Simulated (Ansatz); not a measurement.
A nudged elastic band was laid between two geometries of AlBCl3H3O (9 atoms, charge 0, multiplicity 1).

Computed with UKS B3LYP/6-31G in Ansatz.

```json
{
 "movable images": "9",
 "climbing image": "yes",
 "spring": "20.0 eV/Å²",
 "optimiser": "quadratic models (default)",
 "start path": "through a guess of the saddle point",
 "force threshold": "0.03 eV/Å",
 "iteration limit": "59",
 "end points": "relaxed"
}
```

First end point:

```xyz
9
Properties=species:S:1:pos:R:3
Al 0.188 -1.563 0.368
Cl 2.400 -1.286 0.589
H -0.228 -2.364 -0.956
H -0.656 -1.516 1.713
B -0.328 1.580 -0.071
O -0.252 0.263 -0.536
Cl -0.620 2.883 -1.265
Cl -0.157 1.891 1.659
H -0.347 0.112 -1.499
```

Last end point:

```xyz
9
Properties=species:S:1:pos:R:3
Al 0.019 -1.613 0.094
Cl 1.820 -0.028 0.526
H 0.280 -2.362 -1.281
H -0.509 -2.209 1.467
B 0.258 1.252 0.012
O -0.727 0.130 -0.224
Cl 0.672 2.156 -1.538
Cl -0.194 2.292 1.461
H -1.620 0.382 -0.515
```

(1) What changes between the two ends?

(2) What energy profile does the band end with?

(3) What is the geometry of the highest image?

Answers

(1) Bonds formed: Cl2–B5.

(2) The run converged. The highest image is number 5 of 0 to 10, 20.6 kJ/mol above the first end and 8.0 kJ/mol above the last; the last end lies 12.5 kJ/mol above the first. Another band between the same ends (9 images) ends at a top of the same energy, where a vibrational analysis finds 1 clearly imaginary mode. Limits of this set-up: no polarisation functions.

```tsv
image	path coordinate (Å)	energy (kJ/mol)	Cl2–B5 (Å)
0	0.00	0.0	4.01
1	0.44	0.9	3.80
2	0.87	3.6	3.58
3	1.31	8.1	3.32
4	1.75	14.6	3.00
5	2.18	20.6	2.53
6	2.46	17.4	2.23
7	2.74	14.7	2.12
8	3.02	13.4	2.10
9	3.30	12.8	2.09
10	3.57	12.5	2.08
```

(3) 
```xyz
9
Properties=species:S:1:pos:R:3
Al 0.094 -1.545 0.290
Cl 1.952 -0.153 0.555
H 0.170 -2.461 -1.012
H -0.580 -1.890 1.683
B -0.003 1.344 -0.010
O -0.682 0.133 -0.451
Cl 0.557 2.454 -1.319
Cl -0.439 1.978 1.611
H -1.069 0.140 -1.347
```

The run took 5.9 min on 2 threads of Intel(R) Xeon(R) 6975P-C (Granite Rapids) (shared host), peak memory 0.34 GiB.
